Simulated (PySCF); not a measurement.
BrHO₂SW, SMILES [O]=[W]([OH])(=[S])[Br], multiplicity 1. Coordinates come from a PBE0-D3(BJ)/def2-SVP optimisation. The multiplicity is an assumed one; no other spin state was optimised. The structure was generated by enumeration; whether it is a known compound was not checked. The def2 effective core potentials stand for the cores of W; spin–orbit coupling is left out. Other conformers were not sampled.

All values below come from PBE0-D3(BJ)/def2-SVP run with PySCF.

Harmonic wavenumbers (cm⁻¹): 117, 139, 188, 218, 229, 276, 314, 553, 571, 752, 1041, 3903. Rotational constants (GHz): 2.366, 1.003, 0.8711; symmetry number 1.

**Question.** Work out the zero-point energy and the ideal-gas rigid-rotor harmonic-oscillator thermochemistry at 298.15 K and 1 atm.

**Answer.** ZPE = ½ Σ hcν = ½ × 8302 cm⁻¹ = 11.87 kcal/mol. H − E(el) = 16.96 kcal/mol. Entropy in cal/(mol K): translation 43.27, rotation 29.43, vibration 16.34, total 89.04. G − E(el) = -9.59 kcal/mol. Cp = 23.92 cal/(mol K). Modes under 150 cm⁻¹ make the vibrational entropy uncertain.
